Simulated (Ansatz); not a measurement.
Basis-set extrapolation for C6H13NO (`CCCC(=O)N(C)C`) (PBE0-D4/def2-TZVP geometry, frozen core, Ansatz 0.2.0). Multiplicity 1, RHF reference.

```csv
,def2-TZVPP,def2-QZVPP
HF,-364.241020,-364.257894
MP2 correlation,-1.472429,-1.570279
CCSD(T) correlation,-1.598316,not run
```

Energies in hartree. Use E(X) = E(∞) + A·exp(−7.88·√X) for Hartree–Fock and E(X) = E(∞) + B·X^(−2.97) for correlation, with X = 3 and 4, and add CCSD(T) minus MP2 of the smaller set to the MP2 limit.

Question: What is the CCSD(T) energy at the basis-set limit?

Answer: HF limit: -364.257894 + (-0.016874) × 0.13774 = -364.26022. MP2 limit: -1.570279 + (-0.097850) × 0.74074 = -1.64276. Higher-order term: -1.598316 − (-1.472429) = -0.12589. Total: -366.02887 hartree, 497.6 kJ/mol below CCSD(T)/def2-TZVPP.
